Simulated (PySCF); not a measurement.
Al(Cl)(Br)(Et), C₂H₅AlBrCl, SMILES C[CH2][Al]([Cl])[Br], B3LYP/def2-SVP optimised geometry.

```
10

Al    -0.19    -0.92     0.00
Cl     1.92    -0.92     0.00
Br    -1.23    -2.93     0.00
C     -1.23     0.74     0.00
C     -0.45     2.06    -0.02
H     -1.90     0.69     0.88
H     -1.92     0.68    -0.87
H      0.19     2.15    -0.91
H      0.21     2.16     0.86
H     -1.13     2.93    -0.01
```

Density from PySCF with B3LYP/def2-TZVP at that geometry.

Minimum of the electron density along straight lines between bonded atoms, close to the bond critical point (lines longer than 1.1 times the sum of covalent radii, or with two minima, are not listed):

```json
[
 {"bond": "Al1–Cl2", "length / Å": "2.111", "ρ at the minimum / e bohr⁻³": "…", "∇²ρ there / e bohr⁻⁵": "0.29", "position (fraction from the first atom)": "0.38"},
 {"bond": "Al1–Br3", "length / Å": "2.266", "ρ at the minimum / e bohr⁻³": "…", "∇²ρ there / e bohr⁻⁵": "…", "position (fraction from the first atom)": "0.37"},
 {"bond": "Al1–C4", "length / Å": "1.953", "ρ at the minimum / e bohr⁻³": "0.090", "∇²ρ there / e bohr⁻⁵": "0.23", "position (fraction from the first atom)": "0.41"},
 {"bond": "C4–C5", "length / Å": "1.537", "ρ at the minimum / e bohr⁻³": "0.237", "∇²ρ there / e bohr⁻⁵": "-0.56", "position (fraction from the first atom)": "0.50"},
 {"bond": "C4–H6", "length / Å": "1.107", "ρ at the minimum / e bohr⁻³": "0.265", "∇²ρ there / e bohr⁻⁵": "-0.86", "position (fraction from the first atom)": "0.64"},
 {"bond": "C4–H7", "length / Å": "1.107", "ρ at the minimum / e bohr⁻³": "0.265", "∇²ρ there / e bohr⁻⁵": "-0.86", "position (fraction from the first atom)": "0.64"},
 {"bond": "C5–H8", "length / Å": "1.102", "ρ at the minimum / e bohr⁻³": "0.273", "∇²ρ there / e bohr⁻⁵": "-0.92", "position (fraction from the first atom)": "0.64"},
 {"bond": "C5–H9", "length / Å": "1.102", "ρ at the minimum / e bohr⁻³": "0.273", "∇²ρ there / e bohr⁻⁵": "-0.92", "position (fraction from the first atom)": "0.64"},
 {"bond": "C5–H10", "length / Å": "1.103", "ρ at the minimum / e bohr⁻³": "0.272", "∇²ρ there / e bohr⁻⁵": "-0.92", "position (fraction from the first atom)": "0.64"}
]
```

**Question.** Some entries are withheld; supply them.

**Answer.** 
- Al1–Cl2, ρ at the minimum / e bohr⁻³: 0.073
- Al1–Br3, ρ at the minimum / e bohr⁻³: 0.066
- Al1–Br3, ∇²ρ there / e bohr⁻⁵: 0.18
